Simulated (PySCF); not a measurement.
C₄H₁₆Al₂N₂, SMILES [CH3][Al-]1([CH3])[NH2+][Al-]([CH3])([CH3])[NH2+]1.

The structure is a stationary point at r2SCAN-D4/def2-SVP.

The numbers are results of PySCF 2.14.0 with IEF-PCM-M06-2X/def2-SVP, not measurements.

The values are the electrostatic part of the solvation free energy, E(continuum) − E(gas) at the gas-phase geometry, in a cavity of scaled van der Waals radii (PySCF's table); cavitation and dispersion terms are not included. A continuum can't describe solvent molecules that bind to the metal. In vacuum the orbital gap is 9.79 eV. The dipole moment in vacuum is 0.00 D.

```csv
solvent,ε,ΔG(elec) (kcal/mol),dipole (D),gap (eV)
water,78.36,-5.4,0.00,10.01
cyclohexanone,15.62,-5.0,0.00,9.99
benzene,2.27,[?],[?],[?]
```

**Question.** What belongs in the gaps? (An estimate is asked for; the answer gives what the named calculation found.)

**Answer.** 
- benzene, ΔG(elec) (kcal/mol): -2.5
- benzene, dipole (D): 0.00
- benzene, gap (eV): 9.90
